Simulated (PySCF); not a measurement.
## Excitation energy of N²⁺ by level of theory

N²⁺ [He] 2s2 2p1 (2P) → N²⁺ [He] 2s1 2p1 3s1 (4P), as a difference of total energies. Calculation: PySCF 2.14, in aug-cc-pCVTZ-DK (7s6p4d2f, 59 functions); scalar relativity by spin-free X2C-1e. Correlated levels: valence: 1s2 frozen. The calculations carry no spin-orbit coupling.

```
           method  excitation energy (eV)
              UHF                  33.704
    MP2 (valence)                  35.052
SCS-MP2 (valence)                  35.438
   CCSD (valence)                  35.613
CCSD(T) (valence)                  35.639
```

Task: How much does correlation contribute at CCSD(T) (valence)?

Result: 35.639 − (33.704) = 1.935 eV, measured against UHF.

The promoted electron is Rydberg-like, and one or two diffuse shells describe it only roughly, which tends to raise the upper state.
